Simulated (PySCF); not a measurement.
Trend along the chalcogens: MLi cations

CCSD(T) with double-zeta basis sets in PySCF, for the lowest determinant that a PBE0 search found; no spin–orbit coupling. De refers to high-spin ground-configuration atoms (the charge goes to the atom of lower measured ionisation energy or higher electron affinity, which is not always the lowest computed limit).

```json
{"M": "O", "basis": "x2c-SVPall", "reference, frozen orbitals": "UHF, 1", "charged atom": "Li+", "state (unpaired electrons)": "triplet (π ↑↑)", "Re (Å)": "2.122", "ωe (cm⁻¹)": "344", "De (eV)": "0.56"}
{"M": "S", "basis": "def2-SVP", "reference, frozen orbitals": "UHF, 5", "charged atom": "Li+", "state (unpaired electrons)": "triplet (π ↑↑)", "Re (Å)": "2.543", "ωe (cm⁻¹)": "311", "De (eV)": "0.85"}
{"M": "Se", "basis": "def2-SVPD", "reference, frozen orbitals": "UHF, 9", "charged atom": "Li+", "state (unpaired electrons)": "triplet (π ↑↑)", "Re (Å)": "2.643", "ωe (cm⁻¹)": "296", "De (eV)": "0.85"}
{"M": "Te", "basis": "cc-pVDZ/cc-pVDZ-PP", "reference, frozen orbitals": "UHF, 4", "charged atom": "Li+", "state (unpaired electrons)": "triplet (π ↑↑)", "Re (Å)": "2.830", "ωe (cm⁻¹)": "301", "De (eV)": "1.06"}
```

The shortest bond is that of LiO⁺ (2.122 Å), the longest that of LiTe⁺ (2.830 Å). LiTe⁺ is bound most strongly (1.06 eV) and LiO⁺ least (0.56 eV).

The rows differ in basis set, which adds steps of its own.

Down a group the atoms grow and get heavier, so bonds lengthen and wavenumbers fall; this series shows no clear exception.

Correlated steps freeze the inner cores (1 to 9 orbitals); shallow outer-core shells are correlated. Correlated levels converge slowly with the basis: in double zeta they bind strong bonds too weakly, by up to about 1 eV, and carry superposition errors of some tenths. These are scalar-relativistic numbers at best; spin–orbit coupling would shift them, the dissociation energy most. For an ion De counts to the pair picked by the measured ionisation energies or electron affinities, which need not be the lowest pair at this level. States were picked by a PBE0 search and need not be the measured ground states.
